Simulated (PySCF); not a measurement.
**Basis-set dependence of population analyses: `O[SiH2]CC(F)(F)F`**

C2H5F3OSi.
Geometry (PBE0-D3(BJ)/def2-SVP, Å), atoms numbered from 1 in this order:
```xyz
12
C2H5F3OSi angstrom
O      2.5600    1.2191    1.0456
Si     2.0664    0.6920   -0.4499
C      0.6092   -0.5099   -0.2617
C     -0.6232    0.1004    0.3343
F     -0.3414    0.7225    1.5019
F     -1.5723   -0.7992    0.6003
F     -1.1614    1.0224   -0.4702
H      1.8514    1.4980    1.6351
H      1.6503    1.8118   -1.3451
H      3.2045   -0.0509   -1.0519
H      0.3410   -0.9353   -1.2414
H      0.9242   -1.3431    0.3853
```

PBE0 throughout (PySCF), one geometry, spherical d and f functions. The structure is a single PBE0-D3(BJ)/def2-SVP conformer in the gas phase; no vibrational or solvent corrections. Atoms taken as equivalent share a column and are averaged. The first 7 of 8 kinds of atom are listed.

Mulliken charges (e):

```tsv
basis	functions	O1	Si2	C3	C4	F5/F6/F7	H8	H9/H10
STO-3G	44	-0.440	+0.722	-0.356	+0.327	-0.123	+0.196	-0.124
6-31G	77	-0.804	+0.936	-0.752	+0.793	-0.280	+0.412	-0.114
pcSseg-0	77	-0.839	+1.099	-1.106	+0.983	-0.333	+0.393	-0.074
6-31G*	112	-0.743	+0.703	-0.716	+0.936	-0.302	+0.444	-0.084
cc-pVDZ	127	-0.360	+0.488	-0.274	+0.468	-0.175	+0.172	-0.068
def2-SVP	127	-0.417	+0.629	-0.390	+0.529	-0.193	+0.199	-0.087
aug-cc-pVDZ	210	-0.750	+0.325	-0.042	+1.534	-0.482	+0.165	+0.275
6-311+G(2d,p)	227	-0.648	+0.829	-0.590	+0.743	-0.293	+0.285	-0.061
def2-TZVP	253	-0.529	+0.404	-0.391	+0.453	-0.168	+0.331	-0.030
cc-pVTZ	284	-0.369	+0.387	-0.354	+0.491	-0.166	+0.208	-0.046
IGLO-III	304	-0.653	+0.998	-0.530	+0.470	-0.191	+0.284	-0.171
pcSseg-2	329	-0.519	+0.810	-0.351	+0.707	-0.252	+0.219	-0.136
```

IAO charges (e):

```
        basis  functions      O1     Si2      C3      C4  F5/F6/F7      H8  H9/H10
       STO-3G         44  -0.581  +0.890  -0.578  +0.443    -0.151  +0.241  -0.126
        6-31G         77  -0.743  +0.861  -0.611  +0.741    -0.266  +0.359  -0.094
     pcSseg-0         77  -0.723  +0.877  -0.635  +0.744    -0.263  +0.346  -0.099
       6-31G*        112  -0.772  +0.993  -0.621  +0.814    -0.283  +0.360  -0.137
      cc-pVDZ        127  -0.770  +0.982  -0.619  +0.809    -0.282  +0.363  -0.135
     def2-SVP        127  -0.766  +0.998  -0.617  +0.810    -0.283  +0.359  -0.141
  aug-cc-pVDZ        210  -0.793  +0.990  -0.620  +0.819    -0.289  +0.374  -0.132
6-311+G(2d,p)        227  -0.802  +1.023  -0.630  +0.818    -0.289  +0.375  -0.140
    def2-TZVP        253  -0.802  +1.035  -0.636  +0.829    -0.291  +0.373  -0.144
      cc-pVTZ        284  -0.798  +1.021  -0.633  +0.828    -0.290  +0.373  -0.141
     IGLO-III        304  -0.805  +1.032  -0.634  +0.823    -0.290  +0.376  -0.143
     pcSseg-2        329  -0.803  +1.033  -0.636  +0.828    -0.291  +0.374  -0.143
```

Hirshfeld charges (e):

```tsv
basis	functions	O1	Si2	C3	C4	F5/F6/F7	H8	H9/H10
STO-3G	44	-0.272	+0.453	-0.136	+0.248	-0.093	+0.124	-0.086
6-31G	77	-0.336	+0.393	-0.175	+0.261	-0.097	+0.163	-0.068
pcSseg-0	77	-0.332	+0.424	-0.178	+0.257	-0.095	+0.163	-0.076
6-31G*	112	-0.311	+0.369	-0.172	+0.251	-0.090	+0.167	-0.075
cc-pVDZ	127	-0.299	+0.387	-0.188	+0.246	-0.085	+0.159	-0.080
def2-SVP	127	-0.304	+0.396	-0.189	+0.255	-0.090	+0.162	-0.081
aug-cc-pVDZ	210	-0.314	+0.406	-0.199	+0.251	-0.091	+0.155	-0.074
6-311+G(2d,p)	227	-0.315	+0.406	-0.192	+0.251	-0.093	+0.158	-0.074
def2-TZVP	253	-0.311	+0.397	-0.192	+0.249	-0.091	+0.161	-0.075
cc-pVTZ	284	-0.308	+0.395	-0.193	+0.250	-0.089	+0.158	-0.076
IGLO-III	304	-0.310	+0.398	-0.194	+0.251	-0.092	+0.157	-0.072
pcSseg-2	329	-0.315	+0.405	-0.196	+0.251	-0.091	+0.157	-0.075
```

Some averages cover members that differ in this geometry, most widely: F5/F6/F7, Mulliken in aug-cc-pVDZ -0.509 to -0.461; F5/F6/F7, Mulliken in 6-311+G(2d,p) -0.308 to -0.271; F5/F6/F7, Mulliken in pcSseg-2 -0.275 to -0.238; F5/F6/F7, Mulliken in cc-pVTZ -0.187 to -0.152 e.

Task: Which scheme is steadiest as the basis changes?

Result: Largest range over the bases for any column: Hirshfeld 0.08 e, IAO 0.39 e, Mulliken 1.21 e. Hirshfeld charges move least and Mulliken charges most, counted in e. Without the minimal STO-3G basis the ranges are Hirshfeld 0.05, IAO 0.17, Mulliken 1.08 e.

Task: How much do the charges still move between the two largest bases, IGLO-III and pcSseg-2?

Result: At most, over all atoms: Mulliken 0.237 e, IAO 0.005 e, Hirshfeld 0.008 e.

Task: What do the same runs give for the total energy, the frontier levels and the dipole moment?

Result: 
| basis | energy (Eh) | HOMO (eV) | LUMO (eV) | μ (D) |
| --- | --- | --- | --- | --- |
| STO-3G | -733.2729 | -4.40 | 7.41 | 0.63 |
| 6-31G | -742.7544 | -8.63 | 0.61 | 1.68 |
| pcSseg-0 | -741.5371 | -8.67 | 0.77 | 1.44 |
| 6-31G* | -742.9167 | -8.61 | 0.79 | 1.07 |
| cc-pVDZ | -742.9671 | -8.63 | 0.82 | 1.07 |
| def2-SVP | -742.5152 | -8.72 | 0.86 | 1.08 |
| aug-cc-pVDZ | -743.0100 | -8.87 | -0.23 | 1.28 |
| 6-311+G(2d,p) | -743.1143 | -8.94 | -0.14 | 1.30 |
| def2-TZVP | -743.1645 | -8.90 | 0.27 | 1.18 |
| cc-pVTZ | -743.1416 | -8.84 | 0.44 | 1.14 |
| IGLO-III | -743.1715 | -8.91 | 0.28 | 1.24 |
| pcSseg-2 | -743.1686 | -8.95 | 0.09 | 1.28 |

The dipole is fixed by the density alone, so its range of 1.05 D shows that the density itself changes with the basis, not only its division among atoms.
